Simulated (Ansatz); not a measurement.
Gas-phase electronic energies from Ansatz, PBE0-D4/def2-TZVP geometries. CCSD(T)/CBS adds triple-zeta CCSD(T) − MP2 to the extrapolated MP2 energy (def2 sets, frozen cores). This one scheme is used for every species. DFT in def2-TZVPP. For Ge outer-core shells are correlated without core-valence functions, which leaves a few kJ/mol of doubt a bond. Scalar relativity is left out up to krypton. One conformer a species, not always the lowest.

`F[SiH](Cl)C#[C][GeH3]` + `OBF` → `O[B](F)[GeH3]` + `C#C[SiH](F)Cl`  (formal exchange of groups at a Ge–C bond)

`F[SiH](Cl)C#[C][GeH3]`:

```xyz
10

F    -1.302   -1.841    2.434
Si   -0.283   -2.060    1.238
Cl    1.515   -2.592    2.026
C    -0.108   -0.514    0.320
C     0.011    0.504   -0.328
Ge    0.202    2.114   -1.333
H    -0.784   -3.155    0.394
H     1.698    2.371   -1.538
H    -0.506    1.922   -2.678
H    -0.444    3.250   -0.535
```

`OBF`:

```xyz
5

O     0.124   -0.271    0.959
B     0.075    0.322   -0.247
F    -0.457   -0.316   -1.288
H    -0.252   -1.157    0.966
H     0.509    1.423   -0.390
```

`O[B](F)[GeH3]`:

```xyz
8

O     1.191    1.370   -0.848
B     0.176    1.049   -0.023
F    -0.412    2.062    0.599
Ge   -0.506   -0.889    0.324
H     1.594    0.615   -1.282
H    -1.978   -1.041   -0.092
H     0.323   -1.905   -0.487
H    -0.390   -1.261    1.810
```

`C#C[SiH](F)Cl`:

```xyz
7

C     0.522    1.914    0.187
C     0.218    0.757    0.041
Si   -0.189   -0.992   -0.171
F    -1.045   -1.162   -1.495
Cl   -1.309   -1.625    1.401
H     0.787    2.939    0.317
H     1.015   -1.830   -0.281
```

(1) Is it downhill or uphill in electronic energy at CCSD(T)/CBS, and by how much? (Best estimate.)

(2) What do these levels give: revPBE-D4, PBE0-D4, BHLYP, RPA@PBE/def2-TZVPP, CCSD(T)/def2-TZVPP, HF/def2-QZVPP? (Best estimate.)

Largest T1 diagnostic among the species: 0.013.

Results:

(1) Ansatz gave: Uphill: ΔE = +33.3 kJ/mol.

(2) Computed: revPBE-D4 26.0, PBE0-D4 28.5, BHLYP 37.9, RPA@PBE/def2-TZVPP 38.4, CCSD(T)/def2-TZVPP 37.8, HF/def2-QZVPP 48.3 kJ/mol.

In def2-TZVPP, CCSD(T) changes the Hartree–Fock value by −10.3 kJ/mol (the triples alone add −0.3 kJ/mol) and MP2 by −3.6 kJ/mol. Leaving LDA and LC-ωPBE aside and taking each functional with its dispersion term where it has one, the values, not all of them listed here, spread over 14.2 kJ/mol, from PBE-D4 to BHLYP-D4. LDA lies −4.7 kJ/mol from PBE without D4. At CCSD(T), def2-SVP lies +8.4 kJ/mol from the extrapolated value and def2-TZVPP +4.5 kJ/mol.
